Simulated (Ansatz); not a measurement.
P2, charge +1, doublet (typed; the unrestricted solution is spin-contaminated), geometry from GFN2-xTB (a state made from the parent by changing its charge; the spin is typed, not shown lowest); MP2/6-31G** (Ansatz, an electronic-structure program).

Here is a job for Ansatz.
Ansatz 0.2 input:
```yaml
crystal:
  periodic: [false, false, false]
  atoms:
    - {symbol: P, position_ang: [-0.00000000, -0.00000000, -0.98493774]}
    - {symbol: P, position_ang: [0.00000000, 0.00000000, 0.98493774]}
basis:
  gaussian:
    orbitals: 6-31G__.json
total_charge: 1
magnetization: {spin_polarized: true, initial_magnetization: 1}
correlation: {method: mp2, electrons: outside_noble_gas}
accuracy: high
```
The basis file holds 6-31G** in the JSON format of the Basis Set Exchange.

Q: What does Ansatz print? Leave out banner, timings and long lists.

A: 
```
Functional definition: HF
612 factors; integrals over basis functions are off by at most 3.7e-9 eV
mean field evaluation 1: about -18531.5005 eV, gradient 7.4e0 eV
mean field evaluation 2: about -18531.5342 eV, gradient 7.4e0 eV
mean field evaluation 4: about -18532.0625 eV, gradient 1.1e0 eV
mean field evaluation 8: about -18532.0799 eV, gradient 3.7e-4 eV
mean field evaluation 16: about -18532.0799 eV, gradient 6.8e-5 eV
mean field evaluation 32: about -18532.1830 eV, gradient 8.5e-1 eV
mean field evaluation 64: about -18533.0373 eV, gradient 1.1e0 eV
mean field evaluation 96: about -18531.3400 eV, gradient 1.0e0 eV
mean field evaluation 128: about -18533.0472 eV, gradient 4.8e-1 eV
mean field evaluation 160: about -18533.2225 eV, gradient 1.1e0 eV
mean field evaluation 192: about -18532.0799 eV, gradient 4.9e-4 eV
mean field -18533.26769382 eV, -681.0850254479 hartree, gradient 1.4e-8 eV, S^2 1.199860; 18 other end points of the search recorded, 0 dependent functions left out
10 core orbitals not correlated
reference -18533.26769382 eV, -681.0850254479 hartree; 5, 4 occupied and 23, 24 virtual orbitals, 612 factors
second order -4.23678324 eV of doubles, -0.00000000 eV of singles
Total energy: -18537.50447706 eV, -681.2407243602 hartree
```
